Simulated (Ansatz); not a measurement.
Geometry optimisation, RKS B3LYP-D4/def2-SVP in Ansatz.

Input file:

```yaml
crystal:
  periodic: [false, false, false]
  atoms:
    - { symbol: Zr, position_ang: [0.0, 0.0, 0.0] }
    - { symbol: O, position_ang: [0.0, 0.0, 2.42] }
    - { symbol: H, position_ang: [-0.9095, -0.2814, 2.7571] }
    - { symbol: Cl, position_ang: [2.3764, 0.0, -0.8392] }
    - { symbol: Cl, position_ang: [-1.1869, 2.0563, -0.8392] }
    - { symbol: Cl, position_ang: [-1.1869, -2.0563, -0.8392] }
    - { symbol: "N", position_ang: [1.31, -1.9893, 0.7915] }
    - { symbol: H, position_ang: [0.8709, -2.954, 0.7746] }
    - { symbol: H, position_ang: [2.3024, -1.8649, 1.1426] }
    - { symbol: H, position_ang: [0.7831, -1.1892, 1.9914] }
basis:
  gaussian: { orbitals: def2-SVP }
hamiltonian:
  xc: b3lyp
  dispersion: d4
relax:
  f_tol: 0.15
  max_steps: 25
  restrain:
    - { distance: [0, 6], at: 3.41, k: 30.0 }
    - { distance: [9, 1], at: 2.21, k: 30.0 }
    - { distance: [0, 1], at: 2.07, k: 30.0 }
    - { distance: [9, 6], at: 1.06, k: 30.0 }
```

Command:

```bash
$ ansatz run input.yaml --threads 4 --pin off --max-ram 5120MiB --backend cpu --events-out ev --progress --plain --runs-dir out
```

Task: Where does it end, and by what steps?

Result: The run converged. The restraints hold the end off the free minimum; the threshold counts their pulls, which the force column leaves out. Restrained pairs: Zr1–N7 (2.51 → 3.40 Å), O2–H10 (1.49 → 2.21 Å), Zr1–O2 (2.42 → 2.01 Å), N7–H10 (1.54 → 1.04 Å). After 14 steps the energy has fallen by 3.325 eV (the restraints' own energy left out); N7 moved furthest, 0.87 Å.

```tsv
step	energy less start (eV)	largest force component (eV/Å)	accepted
0	0.0000	3.399	yes
1	-0.5882	4.556	yes
2	-1.4065	4.523	yes
3	-2.1786	3.853	yes
4	-2.9053	1.699	yes
5	-3.0242	1.941	yes
6	-3.1134	1.937	yes
7	-3.2575	3.353	yes
8	-3.3150	1.999	yes
9	-3.2579	1.977	no
10	-3.3158	1.993	yes
11	-3.3225	1.996	yes
12	-3.3127	1.885	no
13	-3.3234	1.983	yes
14	-3.3250	1.980	yes
```

```xyz
10
Properties=species:S:1:pos:R:3
Zr -0.110 0.075 -0.026
O -0.270 -0.006 1.972
H -0.707 0.396 2.731
Cl 2.105 0.442 -0.743
Cl -1.345 1.939 -0.716
Cl -1.095 -1.788 -1.079
N 1.547 -2.502 1.457
H 0.930 -2.986 0.807
H 2.295 -2.038 0.945
H 1.009 -1.810 2.010
```

Run time: 55 s on 4 threads of Arm Neoverse V1, on a shared host, peak memory 0.38 GiB.
